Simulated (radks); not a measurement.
Isoelectronic series with 1 electrons, each ion in its NIST ground configuration. Method: Dirac Kohn-Sham, PBE, spin-unpolarised, spherical densities, finite nucleus; Fermi nuclear charge, rms radius of each element as measured or else 0.836 A^(1/3) + 0.57 fm; computed with a radial shooting solver on a logarithmic mesh with Libxc functionals. Total energies (hartree) and orbital eigenvalues (hartree):

ion    configuration  E (hartree)      1s1/2
H                1s1     -0.45893   -0.23860
He+              1s1     -1.90215   -1.43800
Li2+             1s1     -4.34457   -3.63529
Be3+             1s1     -7.78743   -6.83258
B4+              1s1    -12.23145  -11.03077
C5+              1s1    -17.67741  -16.23069
N6+              1s1    -24.12622  -22.43324
O7+              1s1    -31.57893  -29.63945
F8+              1s1    -40.03675  -37.85053
Ne9+             1s1    -49.50105  -47.06780
Mg11+            1s1    -71.45539  -68.52716
Al12+            1s1    -83.94900  -80.77275
Si13+            1s1    -97.45622  -94.03157
P14+             1s1   -111.97926  -108.3058
S15+             1s1   -127.52049  -123.5977
